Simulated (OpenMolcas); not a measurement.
## Sc2+: moving or changing the point charges

Sc2+ among 6 point charges of -1 e arranged as an octahedron (Oh), 2.23 Å from the ion.
```
   2.2300    0.0000    0.0000  -1.00
   0.0000    2.2300    0.0000  -1.00
  -2.2300    0.0000    0.0000  -1.00
   0.0000   -2.2300    0.0000  -1.00
   0.0000    0.0000    2.2300  -1.00
   0.0000    0.0000   -2.2300  -1.00
```

* Program: OpenMolcas 26.06
* Method: SS-CASPT2, IPEA 0.25 Eh, imaginary shift 0.1 Eh (closed shells correlated: 3s 3p)
* Basis: ANO-RCC-VDZP [5s4p2d1f]
* Scalar Hamiltonian: DKH2, point nucleus
* Active space: 1 electron in 5 orbitals (3d)
* State averaging: 2S+1 = 2 even, 5 roots
* Spin-orbit coupling: state interaction with AMFI integrals over the reference wave functions

Runs around this geometry, states (labels of O, the rotations of Oh). Energies in cm-1 above the lowest state or level, χT in cm3 K/mol; under a threefold ground state the first gap can be a small split of the lowest multiplet, not the spin-orbit step; 10Dq is the gap between the two states.

```csv
R (Å),q (e),Ground state,First state of that spin,10Dq,First gap with spin-orbit (degeneracies),χT at 300 K
2.08,-0.65,2T2,2E 5340,5342,"110 (4, 2)",0.561
1.9,-1,2T2,2E 12300,12297,"99 (4, 2)",0.557
2.23,-1,2T2,2E 6410,6406,"110 (4, 2)",0.558
```

Taking |10Dq| as R^-n, n = -ln(6406 / 12297) / ln(2.23 / 1.9) = 4.1 between the shortest and longest distance. The point-charge formula for a cubic d site gives n = 5.

Roots that are degenerate in the reference are averaged as groups; the widest CASPT2 spread within a group is 16 cm-1 (the 2-fold group of multiplicity 2 near 5340 cm-1 above the lowest state of its run, R = 2.08, q = -0.65). Shifts and gaps below about the spread of the groups concerned are not significant. An orbital triplet at a regular site is open to Jahn-Teller coupling, which can distort the site and quench the lowest spin-orbit gaps and is left out. Free-ion shares, where given, are those of the reference states; single-state CASPT2 does not remix them. This is an electrostatic model: the charges have no orbitals. No measured value stands beside these numbers.
